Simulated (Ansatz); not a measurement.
`F[SiH2]I` + NH₃ → `N[SiH2]I` + H–F at 700 K and 1 bar (ligand exchange at the Si–F bond).

Calculated with Ansatz (gas phase, PBE0-D4/def2-TZVP geometries, no zero-point term in ΔE). CCSD(T)/CBS is the MP2 limit (def2-TZVPP, def2-QZVPP) plus CCSD(T) − MP2 in def2-TZVPP, frozen cores. This one scheme is used for every species. def2 core potentials past Kr. For I outer-core shells are correlated without core-valence functions, which leaves a few kJ/mol of doubt a bond. Each species was taken in one conformer, which may not be the lowest.

| species | CCSD(T)/CBS energy (Eh) | H − E (kJ/mol) | S (J/(mol·K)) |
| --- | --- | --- | --- |
| `F[SiH2]I` | -687.61044 | 98.6 | 364.4 |
| NH₃ | -56.50880 | 116.9 | 226.5 |
| `N[SiH2]I` | -643.69654 | 171.5 | 396.4 |
| H–F | -100.39570 | 45.2 | 198.5 |

H − E and S are ideal-gas, rigid-rotor, harmonic terms from PBE0-D4/def2-TZVP, for one conformer and one mirror image of each species. 1 Eh = 2625.50 kJ/mol, R = 8.31446 J/(mol·K).

Task: By hand: ΔE, ΔH, ΔS and ΔG.

Result: ΔE = (-643.69654) + (-100.39570) − (-687.61044) − (-56.50880) = 0.02700 Eh = 70.9 kJ/mol. Δ(H − E) = 171.5 + 45.2 − 98.6 − 116.9 = 1.2, so ΔH = 72.1 kJ/mol. ΔS = 396.4 + 198.5 − 364.4 − 226.5 = 4.0 J/(mol·K). ΔG = 72.1 − 700 × (4.0)/1000 = 69.3 kJ/mol.

Task: By hand: the equilibrium constant, and the temperature at which ΔG would vanish if ΔH and ΔS stayed fixed.

Result: log₁₀ K = −ΔG/(RT ln 10) = -5.2. ΔG = 0 at ΔH/ΔS = 18025 K, far beyond where these terms or the molecules hold.

The number of gas molecules stays the same, so ΔS is small and ΔH decides. A doubt of 5 kJ/mol in ΔE shifts log₁₀ K by 0.4 here. Other conformers and mirror images would add mixing entropy, several J/(mol·K) or more a flexible species. These are equilibria of isolated gas molecules and say nothing of rates. Largest T1 diagnostic: 0.009 (customary marks: 0.02 for closed shells, 0.045 for open ones).
